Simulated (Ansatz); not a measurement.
A short molecular-dynamics run on Si₅O₁₄H₈, a hydroxylated oxide cluster.

```yaml
crystal:
  periodic: [false, false, false]
  atoms:
    - {symbol: Si, position_ang: [1.555467, -0.077515, 1.318498]}
    - {symbol: Si, position_ang: [1.836430, -0.249279, -1.054944]}
    - {symbol: Si, position_ang: [0.387271, 0.086507, 3.415650]}
    - {symbol: Si, position_ang: [1.331028, -0.321892, -3.402177]}
    - {symbol: Si, position_ang: [-2.254321, 0.242159, -0.126098]}
    - {symbol: O, position_ang: [-0.094662, -0.991307, -3.828597]}
    - {symbol: O, position_ang: [-1.542437, 0.030851, -1.637582]}
    - {symbol: O, position_ang: [2.120523, 0.162080, -4.753471]}
    - {symbol: O, position_ang: [2.356267, -1.214953, -2.311046]}
    - {symbol: O, position_ang: [-3.884706, 0.214575, -0.382567]}
    - {symbol: O, position_ang: [-1.791850, -1.053024, 0.870840]}
    - {symbol: O, position_ang: [1.073310, 0.822654, -2.115653]}
    - {symbol: O, position_ang: [-1.774238, 1.672213, 0.547348]}
    - {symbol: O, position_ang: [0.817168, -0.992260, 0.084887]}
    - {symbol: O, position_ang: [2.735314, 0.442732, 0.216898]}
    - {symbol: O, position_ang: [1.715007, -0.855056, 2.782518]}
    - {symbol: O, position_ang: [0.524583, 1.084833, 1.990805]}
    - {symbol: O, position_ang: [-1.062353, -0.647483, 3.478847]}
    - {symbol: O, position_ang: [0.704501, 0.777794, 4.865464]}
    - {symbol: H, position_ang: [-0.801520, -0.868015, -3.142475]}
    - {symbol: H, position_ang: [-0.849594, 0.718353, -1.774133]}
    - {symbol: H, position_ang: [3.080524, 0.290279, -4.661972]}
    - {symbol: H, position_ang: [-4.433386, 0.381899, 0.401524]}
    - {symbol: H, position_ang: [-0.967496, -1.448028, 0.500306]}
    - {symbol: H, position_ang: [-0.959378, 1.626781, 1.104175]}
    - {symbol: H, position_ang: [-1.452049, -0.856455, 2.577567]}
    - {symbol: H, position_ang: [1.630596, 1.021556, 5.035391]}
basis:
  gaussian: {orbitals: def2-SVP}
magnetization: {spin_polarized: true, initial_magnetization: 0}
hamiltonian: {xc: {name: BLYP}}
md: {timestep: 1 fs, n_steps: 25, ensemble: nvt_langevin, temperature: 1500, initial_velocities: maxwell_boltzmann, friction: 0.01, seed: 325}
scf: {omitted_lower_state_checks: [starts]}
```

```sh
$ ansatz run in.yaml --threads 2 --pin off --events-out ev --progress --plain --max-ram 32768MiB --backend cuda --devices 0, --max-vram 18GiB
```

| step | time (fs) | potential energy (eV) | kinetic (eV) | T (K) |
| --- | --- | --- | --- | --- |
| 0 | 0.0 | -68160.0843 | 5.0411 | 1444 |
| 1 | 1.0 | -68159.7384 | 4.7134 | 1351 |
| 2 | 2.0 | -68159.2264 | 4.1938 | 1202 |
| 3 | 3.0 | -68159.0542 | 4.0755 | 1168 |
| 4 | 4.0 | -68158.7879 | 3.9140 | 1121 |
| 5 | 5.0 | -68158.1565 | 3.4158 | 979 |
| 6 | 6.0 | -68157.5087 | 2.7121 | 777 |
| 7 | 7.0 | -68157.2478 | 2.5004 | 716 |
| 8 | 8.0 | -68157.3908 | 2.6618 | 763 |
| 9 | 9.0 | -68157.5559 | 2.7696 | 794 |
| 10 | 10.0 | -68157.4590 | 2.7758 | 795 |
| 11 | 11.0 | -68157.4349 | 2.9280 | 839 |
| 12 | 12.0 | -68157.7534 | 3.3950 | 973 |
| 13 | 13.0 | -68158.0692 | 3.8694 | 1109 |
| 14 | 14.0 | -68158.0609 | 3.8456 | 1102 |
| 15 | 15.0 | -68157.8177 | 3.7043 | 1061 |
| 16 | 16.0 | -68157.7199 | 3.5966 | 1031 |
| 17 | 17.0 | -68157.8488 | 3.6435 | 1044 |
| 18 | 18.0 | -68157.8450 | 3.7041 | 1061 |
| 19 | 19.0 | -68157.5039 | 3.2197 | 923 |
| 20 | 20.0 | -68157.2466 | 3.1066 | 890 |
| 21 | 21.0 | -68157.3178 | 3.1611 | 906 |
| 22 | 22.0 | -68157.3989 | 3.1610 | 906 |
| 23 | 23.0 | -68157.1581 | 2.9102 | 834 |
| 24 | 24.0 | -68156.8701 | 2.5715 | 737 |
| 25 | 25.0 | -68156.9104 | 2.5663 | 735 |

Velocities are drawn at the set temperature; a run this short doesn't reach equilibrium. Under Langevin dynamics the printed temperature counts 3N degrees of freedom, so it starts below the set value.

Frames (Å, forces in eV/Å):

```xyz
27
time=0.0 fs
Si    1.555   -0.078    1.318    0.222    0.003    0.083
Si    1.836   -0.249   -1.055    0.200   -0.023   -0.029
Si    0.387    0.087    3.416   -0.081    0.014    0.288
Si    1.331   -0.322   -3.402   -0.007   -0.011   -0.277
Si   -2.254    0.242   -0.126   -0.175    0.012   -0.054
O    -0.095   -0.991   -3.829   -0.076   -0.060   -0.057
O    -1.542    0.031   -1.638   -0.047    0.016   -0.046
O     2.121    0.162   -4.753    0.003    0.034   -0.102
O     2.356   -1.215   -2.311    0.017   -0.011   -0.013
O    -3.885    0.215   -0.383   -0.073   -0.012   -0.080
O    -1.792   -1.053    0.871   -0.052   -0.083    0.005
O     1.073    0.823   -2.116    0.044    0.019   -0.033
O    -1.774    1.672    0.547   -0.006    0.092    0.030
O     0.817   -0.992    0.085    0.064   -0.027    0.000
O     2.735    0.443    0.217    0.030   -0.008    0.008
O     1.715   -0.855    2.783    0.019   -0.010    0.018
O     0.525    1.085    1.991    0.041    0.022    0.045
O    -1.062   -0.647    3.479   -0.086   -0.044    0.030
O     0.705    0.778    4.865   -0.020    0.044    0.104
H    -0.802   -0.868   -3.142   -0.052   -0.030   -0.035
H    -0.850    0.718   -1.774    0.003    0.022   -0.045
H     3.081    0.290   -4.662    0.104    0.024   -0.040
H    -4.433    0.382    0.402   -0.103    0.017    0.076
H    -0.967   -1.448    0.500    0.006   -0.060    0.014
H    -0.959    1.627    1.104   -0.010    0.066    0.005
H    -1.452   -0.856    2.578   -0.044   -0.039    0.050
H     1.631    1.022    5.035    0.078    0.037    0.055
27
time=3.0 fs
Si    1.585   -0.099    1.339   -1.492    0.695   -1.588
Si    1.870   -0.230   -1.066   -1.623   -0.284    0.636
Si    0.401    0.083    3.390   -1.404    1.020    1.757
Si    1.354   -0.283   -3.411   -3.629   -1.111    1.684
Si   -2.272    0.246   -0.155   -0.593   -2.269    1.532
O    -0.123   -0.965   -3.833    2.078    0.312   -0.944
O    -1.512    0.003   -1.628   -0.819    0.025    0.467
O     2.093    0.180   -4.714   -0.680    0.563   -2.146
O     2.294   -1.212   -2.320    1.050   -0.619   -0.155
O    -3.904    0.173   -0.380    1.384   -0.168   -1.910
O    -1.766   -1.080    0.897   -1.794    1.600   -0.154
O     1.061    0.833   -2.100    0.660    0.192   -0.116
O    -1.795    1.637    0.554    0.370    0.754    0.016
O     0.823   -0.988    0.087    0.593    0.125   -0.082
O     2.700    0.432    0.231    1.745    0.772   -0.087
O     1.685   -0.839    2.773    1.084   -1.198    0.906
O     0.524    1.115    1.975    0.570   -0.842    0.142
O    -1.064   -0.678    3.484    1.337    0.720    1.121
O     0.726    0.778    4.871    2.563    0.122   -0.035
H    -0.792   -1.001   -3.141   -0.598    0.277    0.844
H    -0.991    0.816   -1.531    1.132    0.508   -1.189
H     3.022    0.284   -4.723    2.109    0.280   -0.140
H    -4.491    0.286    0.336   -1.336    0.285    1.791
H    -1.003   -1.471    0.481    1.330   -0.739   -0.614
H    -0.900    1.641    0.992   -0.318   -0.050    0.094
H    -1.343   -0.769    2.559   -1.097   -0.611   -1.369
H     1.746    0.928    5.050   -2.622   -0.360   -0.461
27
time=7.0 fs
Si    1.620   -0.129    1.362   -2.787    1.782   -3.176
Si    1.904   -0.200   -1.075   -2.898   -0.512    1.053
Si    0.408    0.090    3.366   -3.564    1.520    2.830
Si    1.368   -0.240   -3.411   -5.938   -2.008    3.332
Si   -2.301    0.232   -0.188   -0.058   -3.266    2.460
O    -0.145   -0.921   -3.840    0.908   -0.021    0.979
O    -1.479   -0.031   -1.620    0.358    3.308    1.144
O     2.062    0.220   -4.685    4.636    1.757   -4.519
O     2.224   -1.216   -2.326    1.742   -0.881   -0.080
O    -3.931    0.104   -0.385   -1.351    0.322    1.271
O    -1.730   -1.105    0.939    0.984    0.259   -2.567
O     1.052    0.860   -2.089    1.223    0.217   -0.050
O    -1.804    1.598    0.554   -1.180    0.963   -0.693
O     0.835   -0.973    0.087    0.825   -0.079   -0.196
O     2.682    0.425    0.247    3.077    1.345   -0.272
O     1.654   -0.821    2.772    2.358   -2.721    1.908
O     0.534    1.140    1.951    1.011   -1.496    0.333
O    -1.067   -0.723    3.486    1.516    1.362   -2.298
O     0.762    0.772    4.867   -2.532   -0.483   -1.536
H    -0.770   -1.163   -3.065    1.245    0.927   -1.199
H    -1.023    0.933   -1.417   -0.207   -2.618   -1.980
H     3.074    0.296   -4.804   -2.128   -0.122    0.221
H    -4.574    0.168    0.409    1.518   -0.107   -1.520
H    -0.917   -1.557    0.420   -1.831    1.264    1.415
H    -0.888    1.675    0.842    1.008   -0.087    0.793
H    -1.305   -0.726    2.416   -0.459   -0.779    1.705
H     1.669    0.790    5.069    2.522    0.154    0.642
27
time=10.0 fs
Si    1.634   -0.142    1.366   -3.076    1.849   -2.975
Si    1.919   -0.181   -1.077   -3.071   -0.843    1.311
Si    0.405    0.099    3.358   -3.935    1.440    2.625
Si    1.353   -0.219   -3.400   -4.837   -1.530    1.942
Si   -2.333    0.209   -0.199    1.311   -2.734    2.537
O    -0.152   -0.892   -3.844    3.747    1.521   -2.866
O    -1.452   -0.037   -1.610   -1.391    0.199    0.599
O     2.063    0.259   -4.687   -0.437    1.153   -2.560
O     2.185   -1.234   -2.327    1.614   -0.400   -0.016
O    -3.960    0.053   -0.382    2.081    0.139   -2.860
O    -1.695   -1.117    0.958   -2.425    2.002   -1.076
O     1.056    0.888   -2.077    1.349    0.016   -0.234
O    -1.818    1.574    0.542    0.949    1.256   -0.005
O     0.851   -0.950    0.089    0.675   -0.342   -0.402
O     2.689    0.421    0.260    3.603    1.621   -0.496
O     1.638   -0.822    2.786    2.652   -2.873    1.599
O     0.540    1.147    1.937    1.057   -1.593    0.524
O    -1.069   -0.753    3.475    1.858    1.611   -1.246
O     0.779    0.764    4.854    0.524   -0.290   -0.478
H    -0.630   -1.176   -3.114   -2.030   -0.757    2.808
H    -1.031    0.837   -1.517    1.057    0.272   -1.134
H     2.980    0.255   -4.840    2.306    0.068   -0.442
H    -4.501    0.067    0.360   -1.915    0.047    2.709
H    -0.993   -1.546    0.468    1.113   -0.537   -0.509
H    -0.834    1.739    0.805   -1.625   -0.747    0.000
H    -1.328   -0.775    2.458   -0.421   -0.632    0.902
H     1.734    0.707    5.114   -0.735    0.083   -0.257
27
time=14.0 fs
Si    1.640   -0.146    1.356   -2.426    1.819   -0.511
Si    1.922   -0.170   -1.068   -2.078   -1.093    1.406
Si    0.386    0.120    3.357   -3.033    0.332    1.050
Si    1.310   -0.196   -3.372   -1.686   -0.938   -0.627
Si   -2.373    0.166   -0.193    3.556   -1.351    2.218
O    -0.138   -0.846   -3.870   -0.328   -0.783    2.096
O    -1.434   -0.053   -1.589   -0.813    0.486   -0.145
O     2.065    0.310   -4.698    2.196    0.319   -1.314
O     2.143   -1.264   -2.324    1.193    0.453    0.258
O    -3.992   -0.021   -0.386   -1.211    0.073    1.689
O    -1.656   -1.121    0.986   -1.529    0.832   -2.391
O     1.075    0.908   -2.064    0.922    0.251   -0.175
O    -1.833    1.552    0.533   -2.430    0.315   -0.765
O     0.877   -0.912    0.100   -0.065   -1.088   -1.079
O     2.734    0.426    0.276    3.019    1.253   -0.908
O     1.632   -0.844    2.811    2.116   -1.894    0.329
O     0.560    1.141    1.928    0.851   -1.379    0.730
O    -1.057   -0.774    3.450    1.999    1.634    1.495
O     0.810    0.738    4.831   -0.616    0.181   -0.087
H    -0.610   -1.209   -2.999    0.621    1.155   -2.079
H    -0.896    0.762   -1.833   -0.548   -0.861    0.397
H     3.040    0.163   -4.914   -1.624    0.233    0.529
H    -4.537   -0.058    0.491    1.229    0.063   -1.887
H    -0.965   -1.617    0.469   -0.309    0.450    0.377
H    -0.930    1.742    0.785    1.165   -0.308    0.570
H    -1.409   -0.993    2.561   -0.301   -0.109   -1.059
H     1.723    0.624    5.137    0.130   -0.044   -0.119
27
time=17.0 fs
Si    1.634   -0.140    1.343   -0.736    1.786    1.702
Si    1.913   -0.174   -1.058   -0.585   -0.936    1.225
Si    0.362    0.136    3.363   -1.977   -1.071   -0.254
Si    1.272   -0.182   -3.360    1.382   -0.390   -1.676
Si   -2.392    0.130   -0.179    3.795   -0.577    1.471
O    -0.121   -0.822   -3.878   -1.194   -0.732    1.052
O    -1.428   -0.076   -1.577    0.147    1.072   -1.178
O     2.067    0.352   -4.715    0.372   -0.100    0.286
O     2.116   -1.290   -2.320    0.718    1.085    0.220
O    -4.022   -0.072   -0.378   -0.269    0.010    1.109
O    -1.633   -1.117    1.000   -1.168   -0.039   -2.621
O     1.099    0.914   -2.058    0.380    0.514   -0.291
O    -1.851    1.529    0.530   -1.951    0.307   -0.494
O     0.896   -0.882    0.102   -0.919   -1.703   -1.495
O     2.800    0.437    0.275    1.319    0.345   -0.917
O     1.634   -0.872    2.835    1.388   -0.615   -0.994
O     0.586    1.135    1.929    0.457   -0.946    0.605
O    -1.040   -0.778    3.432    0.039    0.316   -0.704
O     0.829    0.719    4.806   -2.523    1.046   -0.043
H    -0.579   -1.152   -3.029   -0.160    0.474   -1.206
H    -0.825    0.672   -2.048   -1.983   -1.684    2.023
H     3.000    0.103   -4.919   -0.613    0.140    0.324
H    -4.534   -0.150    0.489    0.719    0.100   -1.212
H    -0.951   -1.663    0.488   -0.802    0.870    0.674
H    -0.932    1.670    0.806    0.583   -0.400    0.396
H    -1.508   -1.182    2.527    1.490    1.552    1.401
H     1.690    0.560    5.125    2.090   -0.424    0.599
27
time=21.0 fs
Si    1.619   -0.124    1.333    1.640    0.763    2.869
Si    1.893   -0.183   -1.034    1.229   -0.272   -0.313
Si    0.322    0.164    3.364   -0.033   -2.703   -1.525
Si    1.233   -0.163   -3.356    3.977    0.296   -1.264
Si   -2.407    0.087   -0.160    3.607   -0.537    0.722
O    -0.105   -0.805   -3.908   -1.085   -0.152   -1.595
O    -1.418   -0.105   -1.566   -4.325   -3.991    3.206
O     2.057    0.404   -4.739   -1.137   -0.146    1.452
O     2.090   -1.318   -2.299    0.142    1.730   -0.126
O    -4.058   -0.132   -0.356    1.470    0.219   -0.603
O    -1.604   -1.109    1.005   -3.224    1.466   -1.199
O     1.135    0.935   -2.049    0.084    0.206   -0.350
O    -1.878    1.504    0.522    0.574    0.309    0.500
O     0.906   -0.874    0.093   -1.542   -1.820   -0.746
O     2.888    0.453    0.270   -1.124   -0.768   -0.571
O     1.642   -0.907    2.865    0.306    0.781   -2.130
O     0.619    1.113    1.933   -0.604    0.190    0.421
O    -1.029   -0.776    3.399   -0.265    0.425    0.674
O     0.847    0.696    4.766    1.405    0.947    2.691
H    -0.598   -1.050   -3.135   -1.758   -0.851    1.191
H    -0.916    0.422   -2.099    1.969    3.570   -1.919
H     2.912   -0.003   -4.910    0.580   -0.219   -0.045
H    -4.499   -0.255    0.492   -0.419   -0.102    0.570
H    -0.970   -1.653    0.559    1.129   -0.853   -0.961
H    -0.900    1.511    0.874   -1.767   -0.222   -0.465
H    -1.491   -1.241    2.602    0.969    1.357    0.418
H     1.777    0.452    5.102   -1.797    0.376   -0.901
27
time=25.0 fs
Si    1.604   -0.109    1.345    3.047   -0.506    2.234
Si    1.882   -0.181   -1.010    2.058   -0.107   -1.378
Si    0.290    0.176    3.349    1.664   -2.702   -0.944
Si    1.218   -0.134   -3.369    3.656   -0.112   -0.126
Si   -2.415    0.041   -0.147    2.417   -0.353    0.680
O    -0.104   -0.785   -3.954   -3.887   -1.055    1.717
O    -1.454   -0.169   -1.543    0.158    0.569   -1.865
O     2.024    0.450   -4.754    0.726   -1.151    1.242
O     2.066   -1.331   -2.273   -0.067    2.259   -0.516
O    -4.079   -0.188   -0.344    0.484   -0.239    2.064
O    -1.594   -1.092    1.006   -0.816   -0.763   -2.420
O     1.159    0.961   -2.039   -0.187   -0.041   -0.490
O    -1.892    1.490    0.513   -2.881    0.088   -0.986
O     0.896   -0.887    0.084   -1.254   -1.239    0.363
O     2.952    0.461    0.262   -2.716   -1.350   -0.247
O     1.655   -0.930    2.885   -0.320    1.332   -2.601
O     0.638    1.097    1.948   -1.316    1.114    0.290
O    -1.023   -0.761    3.379    0.270    1.431    3.224
O     0.880    0.676    4.738   -2.576    2.206    1.490
H    -0.762   -1.004   -3.144    1.193    0.233   -2.006
H    -0.912    0.493   -2.157   -1.860   -0.904    2.442
H     2.862   -0.091   -4.869   -0.794    0.757   -0.049
H    -4.500   -0.360    0.587    0.783    0.365   -2.017
H    -0.916   -1.718    0.560   -1.223    1.287    0.489
H    -1.054    1.304    0.903    2.048    0.042    1.025
H    -1.414   -1.152    2.608   -0.773   -0.357   -2.078
H     1.728    0.374    4.975    2.166   -0.806    0.463
```

It took 2.7 min on 2 threads of AMD EPYC 7R13 on a shared host and a share (18 GiB) of an NVIDIA H100 80GB HBM3.
